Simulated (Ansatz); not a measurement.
Basis sets compared for Pd₂Se₃. The state is a singlet with charge 0. Geometry PBE-D4/def2-SVP. Ansatz on 4 threads of Arm Neoverse N1 on a shared host; times are rough, and most runs start from earlier orbitals.

```csv
atom,x (Å),y (Å),z (Å)
Pd1,1.6558,0.5123,0.6378
Pd2,-1.3255,-0.0106,0.3459
Se3,0.2863,1.0719,-1.2062
Se4,0.1389,-0.5892,2.0742
Se5,-0.7555,-0.9843,-1.8516
```

In the def2 sets Pd takes a core potential; there is no spin–orbit coupling. The restricted singlet is unstable towards broken spin symmetry in Hartree–Fock (as tested in another run); at PBE-D4/def2-SVP, PBE-D4/def2-TZVP, PBE0-D4/def2-SVP, PBE0-D4/def2-TZVP this wasn't settled. No other spin state of charge 0 was run. Another isomer (singlet) lies 0.21 eV lower at PBE0-D4/def2-TZVP; other spin states weren't run for this one.

Binding counts from free atoms (Pd singlet, Se triplet) in the same basis, without a counterpoise term.

| level | functions | energy (Eh) | HOMO (eV) | LUMO (eV) | binding per atom (eV) | wall time |
| --- | --- | --- | --- | --- | --- | --- |
| PBE-D4/def2-SVP | 158 | -7458.6604 | -5.01 | -4.77 | 2.58 | 5.5 s |
| PBE0-D4/def2-SVP | 158 | -7458.7808 | -6.04 | -4.26 | 2.16 | 11 s |

(1) Estimate the rows for PBE-D4/def2-TZVP (with forces), PBE0-D4/def2-TZVP.

Answers

(1) 
```json
{"level": "PBE-D4/def2-TZVP (with forces)", "functions": "224", "energy (Eh)": "-7459.6146", "HOMO (eV)": "-5.03", "LUMO (eV)": "-4.76", "binding per atom (eV)": "2.60", "wall time": "10 s"}
{"level": "PBE0-D4/def2-TZVP", "functions": "224", "energy (Eh)": "-7459.7335", "HOMO (eV)": "-6.03", "LUMO (eV)": "-4.23", "binding per atom (eV)": "2.20", "wall time": "24 s"}
```
